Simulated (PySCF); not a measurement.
Predicted microwave data (PBE0-D3(BJ)/def2-SVP geometry optimisation, gas phase (PySCF)) for one isomer of C4H14Si4:

- Rotational constants: A = 1420, B = 721.3, C = 638.4 MHz
- Dipole components: |μa| = 0.29 D, |μb| = 0.77 D, |μc| = 0.18 D
- Inertial defect: -264.82 u·Å²
- κ: -0.79

Task: Which structure is it? (One computed conformer of each.)
A. `[CH:1]#[C:2][C@H:3]([CH3:4])[SiH2:5][SiH2:6][SiH2:7][SiH3:8]` with C2–C3–Si5–Si6 -57°, C3–Si5–Si6–Si7 63°, Si5–Si6–Si7–Si8 48°
B. `[CH3:1][Si@@H:2]1[SiH2:3][SiH2:4][Si@H:5]1[CH:6]1[CH2:7][CH2:8]1` with Si4–Si5–C6–C7 -50°, C1–Si2–Si3–Si4 -86°, Si2–Si3–Si4–Si5 -25°, Si3–Si4–Si5–C6 -87°, Si5–C6–C7–C8 111°
C. `[CH3:1][Si@H:2]1[SiH2:3][Si@H:4]([CH:5]2[CH2:6][CH2:7]2)[SiH2:8]1` with Si3–Si4–C5–C6 -21°, C1–Si2–Si3–Si4 145°, Si2–Si3–Si4–C5 88°, Si4–C5–C6–C7 110°, Si3–Si4–Si8–Si2 23°
D. `[CH3:1][Si@@H:2]1[SiH2:3][SiH2:4][Si@@H:5]1[CH:6]1[CH2:7][CH2:8]1` with Si4–Si5–C6–C7 -23°, C1–Si2–Si3–Si4 -142°, Si2–Si3–Si4–Si5 22°, Si3–Si4–Si5–C6 87°, Si5–C6–C7–C8 111°

Result: B. It is C[Si@@H]1[SiH2][SiH2][Si@H]1C1CC1, an asymmetric top, point group C1. The candidates at the same level (rigid rotor, commonest isotopes):

```
                             SMILES  A (MHz)  B (MHz)  C (MHz)  μa (D)  μb (D)  μc (D)  Δ (u·Å²)  point group           rotor
C#C[C@H](C)[SiH2][SiH2][SiH2][SiH3]     1245    613.6    509.7    1.12    0.15    0.20   -238.11           C1  asymmetric top
 C[Si@@H]1[SiH2][SiH2][Si@@H]1C1CC1     1149    853.0    655.0    0.53    1.53    0.54   -260.77           C1  asymmetric top
 C[Si@H]1[SiH2][Si@H](C2CC2)[SiH2]1     1525    659.6    604.1    0.02    0.35    0.77   -261.21           C1  asymmetric top
  C[Si@@H]1[SiH2][SiH2][Si@H]1C1CC1     1420    721.3    638.4    0.29    0.77    0.18   -264.82           C1  asymmetric top
```

`C[Si@H]1[SiH2][Si@H](C2CC2)[SiH2]1` has B 9 % too low; `C[Si@@H]1[SiH2][SiH2][Si@@H]1C1CC1` has A 19 % too low; `C#C[C@H](C)[SiH2][SiH2][SiH2][SiH3]` has C 20 % too low. No structure here is proved a minimum.
